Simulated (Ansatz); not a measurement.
The molecule SrS, closed-shell singlet (the spin of the measured ground state). No spin–orbit coupling.

D_e counts from the fitted minimum to each atom's lowest state at the same level, without counterpoise. The singlet is restricted.

Correlated levels freeze the inner cores; with def2 sets outer-core shells near the valence are correlated too.

The values were computed with Ansatz (a quantum-chemistry and plane-wave program) with Gaussian orbitals. Values without a source in brackets are computed. In def2 rows elements past Kr take small-core potentials, without spin–orbit coupling.

Q: Give the bond energy D_e at the level B3LYP/def2-TZVPP.

A: 78.2 kcal/mol

Q: Estimate the bond energy D_e that CCSD(T)/def2-QZVPP returns for this input.

A: 75.3 kcal/mol

Q: What is the computed bond energy D_e (wB97M-V/def2-TZVPP)?

A: 77.7 kcal/mol
